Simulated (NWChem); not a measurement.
AlH$_{2}$Se$_{2}$Cl; SMILES [Cl][Al]([SeH])[SeH]

```xyz
6

Al     0.0000     0.0000     0.4060
Cl     0.0000     0.0000     2.5060
Se    -2.0570    -0.0063    -0.6361
H     -1.4514    -0.0046    -1.9787
Se     2.0570     0.0063    -0.6361
H      1.4514     0.0046    -1.9787
```
Atoms are numbered in this order, from 1.

Geometry: optimised at PBE0/def2-SVP.

Spin-orbit effects, on the heavy nuclei and on their neighbours, are missing.

### Question
Give the principal values of the shielding tensors (ppm) of Al1, Cl2, Se3 from KT2/pcSseg-1, GIAO (NWChem), with their diamagnetic and paramagnetic parts as GIAO splits them.

### Answer
```json
[
 {"atom": "Al1", "σ11": "297.7", "σ22": "347.6", "σ33": "378.1", "isotropic": "341.1", "diamagnetic": "799.7", "paramagnetic": "-458.5"},
 {"atom": "Cl2", "σ11": "741.4", "σ22": "869.8", "σ33": "978.1", "isotropic": "863.1", "diamagnetic": "1150.5", "paramagnetic": "-287.4"},
 {"atom": "Se3", "σ11": "1939.8", "σ22": "1963.5", "σ33": "2212.8", "isotropic": "2038.7", "diamagnetic": "3004.3", "paramagnetic": "-965.6"}
]
```
